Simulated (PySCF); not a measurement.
**Solvent effects on NMR parameters**

Geometry (Å), atoms numbered from 1 in this order:
```xyz
20

C     2.854   -0.165    0.234
C     1.495    0.477    0.194
O     1.297    1.530   -0.401
N     0.495   -0.154    0.844
C    -0.823    0.432    0.905
C    -1.952   -0.556    0.801
C    -3.065   -0.163    0.161
C    -3.092    1.218   -0.428
Si   -1.220    1.622   -0.560
H     2.865   -1.141    0.738
H     3.550    0.515    0.747
H     3.216   -0.280   -0.797
H     0.694   -0.999    1.365
H    -0.923    1.013    1.847
H    -1.875   -1.542    1.275
H    -3.932   -0.828    0.084
H    -3.643    1.258   -1.382
H    -3.602    1.925    0.254
H    -0.787    1.106   -1.889
H    -0.965    3.074   -0.351
```

GIAO PBE0/pcSseg-1 in PySCF on one PBE0-D3(BJ)/def2-SVP conformer, non-relativistic, equivalent nuclei averaged. Solvents enter as an IEF-PCM continuum (chloroform with ε = 4.7) around the gas-phase geometry. Shifts are referred to TMS computed in the same medium.

Gas phase, δ in ppm: C2 172.1, C7 143.7, C6 138.7, C5 41.5, C1 22.8, C8 18.7, Si9 -27.3, H16 6.23, H15 5.90, H20 5.09, H13 4.92, H19 4.34, H14 3.34, H10/H11/H12 1.79. Dipole moment 3.58 D.

Problem. How does each δ change in the continuum?

Solution. 
| atoms | environment | Δδ, chloroform |
| --- | --- | --- |
| C2 | amide carbonyl carbon | +3.3 |
| C7 | alkene CH | -0.2 |
| C6 | alkene CH | +2.1 |
| C5 | allylic sp3 CH bonded to N and Si | +0.6 |
| C1 | methyl carbon α to a carbonyl | +0.7 |
| C8 | allylic sp3 CH2 bonded to Si | +0.2 |
| Si9 | silicon bonded to 2 C, 2 H, in a 5-membered ring | -0.1 |
| H16 | hydrogen on an alkene CH | +0.05 |
| H15 | hydrogen on an alkene CH | +0.23 |
| H20 | hydrogen on a silicon bonded to 2 C, in a 5-membered ring | -0.15 |
| H13 | hydrogen on an amide-type nitrogen | +0.70 |
| H19 | hydrogen on a silicon bonded to 2 C, in a 5-membered ring | -0.18 |
| H14 | hydrogen on an allylic sp3 CH bonded to N and Si | +0.11 |
| H10/H11/H12 | hydrogen on a methyl carbon α to a carbonyl | +0.12 |

Changes are relative to the gas phase. The dipole moment becomes 4.53 D in chloroform.

Problem. Which nuclei move most (in ppm), and what does the model miss?

Solution. C2 (amide carbonyl carbon, +3.3 ppm) in chloroform. A continuum only polarises the solute; specific hydrogen bonds, the anisotropy of aromatic solvents and changes of geometry or conformer are outside it.
